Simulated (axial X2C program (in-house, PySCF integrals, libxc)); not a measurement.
## HgC: properties at the nuclei

Calculated with an axial X2C code built on PySCF integrals: two-component X2C with atomic mean-field Coulomb and Gaunt terms, Gaussian nuclei, basis Hg dyall-cv3z, C dyall-v3z with contracted cores.

R = 2.135 Å (near the PBE0 minimum at charge 0 of the determinant lowest at the starting distance; the state shown can have its own minimum elsewhere).

Determinant lowest in the PBE0 search, Ω = 1 (⟨Sz⟩ = 0.99, ⟨Lz⟩ = 0.01 at PBE0), spin on the atoms Hg 0.00, C 1.00:

```tsv
level	Eeff magnitude (GV/cm)	Ws magnitude Hg (kHz)	A∥/gI Hg (MHz)	qzz Hg (a.u.)	A∥/gI C (MHz)	qzz C (a.u.)	μ (D)
PBE0	33.2	36.5	-1740	0.54	-33.4	0.72	-2.64
HF	158	181	-5060	-5.68	49.8	0.59	-2.26
PBE50	66.6	75.1	-2720	-0.51	-24	0.74	-2.64
PBE	18.6	19.5	-1310	1.33	-38.1	0.65	-2.56
TPSSh	22.2	23.7	-1350	0.76	-19.2	0.71	-2.64
```

Determinant 1.07 eV from it at PBE0 and this distance, Ω = 0 (closed shell), highest spinor 80% C p, 12% Hg p, 3% Hg d:

```
level  qzz Hg (a.u.)  qzz C (a.u.)  μ (D)
 PBE0           0.87          0.40  -2.40
   HF          -0.66          0.58  -2.12
PBE50           0.20          0.47  -2.50
  PBE           1.68          0.32  -2.23
TPSSh           1.35          0.39  -2.43
```

Eeff is the effective electric field on the electron electric dipole moment in this Ω state and Ws the scalar–pseudoscalar constant of the nucleus named (defined with the proton number Z and per Ω); A∥ (defined per Ω) follows by multiplying with gI = μI/(I μN); qzz is the electric field gradient, eQq0 = 234.96 MHz × Q/barn × qzz; μ is positive if the C end (last atom) is positive. The operators were transformed with the bare-nucleus X2C matrices; with these basis sets, hyperfine constants and field gradients can be off by tens of per cent, and where levels differ in sign neither size nor sign is settled.

Each state is one determinant with collinear spin, which with several unpaired electrons need not be a pure state. Unrestricted Hartree–Fock can overshoot spin polarisation at the nuclei. A closed determinant beside an open π² or δ² triplet, such as (π1/2)², mixes with its partner pair into the 0⁺ component of the triplet and ¹Σ⁺, so its energy is not that of a level, and 0⁺ can lie lowest. With several open shells hyperfine constants can be off by a factor of several. Where Eeff spreads by more than a factor of two the levels disagree and none is to be relied on. Open-shell Ω = 0 determinants with evenly filled partner blocks cannot be reached by this program, so the Ω shown need not be the lowest component. The search compared states at one distance, so a state with another bond length can lie lower. Further determinants of the search, some of them spin-mixed, are not shown. Where a field gradient or hyperfine factor spreads by more than a factor of two over the levels, a constant derived from it is not to be relied on. PBE0 term energies can be off by some tenths of an eV.
